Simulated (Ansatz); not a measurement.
BrH5SSi2, SMILES `[SiH3][SiH](S)Br`. The species carries charge 0 and has multiplicity 1.

Cartesian coordinates in Å:
```
Si -0.700 -0.469 1.337
Si 0.300 0.528 -0.523
S 1.261 -1.009 -1.638
Br -1.300 1.555 -1.698
H -1.438 0.571 2.097
H -1.645 -1.514 0.866
H 0.337 -1.085 2.206
H 1.279 1.589 -0.184
H 1.907 -0.166 -2.462
```

Task: What are the harmonic wavenumbers in cm⁻¹ at PBE0-D4/def2-TZVP (Ansatz, finite differences of forces, unscaled)? (An estimate is asked.)

Result: Computed: 77, 94, 121, 150, 203, 354, 455, 485, 502, 551, 693, 759, 782, 874, 932, 933, 2223, 2231, 2239, 2244, 2704.

Task: Is this a minimum?

Result: Yes, all 21 modes are real.

Task: Give the ideal-gas thermochemistry at 298.15 K and 1 bar (rigid rotor, harmonic oscillator; point group C1, symmetry number 1).

Result: Zero-point energy 117.3 kJ/mol; H(298) − E = 140.7 kJ/mol; entropy 381.1 J/(mol·K), of which translation 173.1, rotation 122.7, vibration 85.3; G(298) − E = 27.0 kJ/mol. Modes under 100 cm⁻¹ are hindered rotations or soft bends, so the harmonic entropy is rough.

Task: And at 400, 500, 600, 800 and 1000 K?

Result: 
```csv
T (K),H − E (kJ/mol),S (J/mol/K),G − E (kJ/mol)
400,153.4,417.8,-13.7
500,167.3,448.7,-57.1
600,182.1,475.8,-103.3
800,214.2,521.8,-203.2
1000,248.6,560.2,-311.5
```

Task: Rotational constants (cm⁻¹)?

Result: 0.07065, 0.04253, 0.02836.
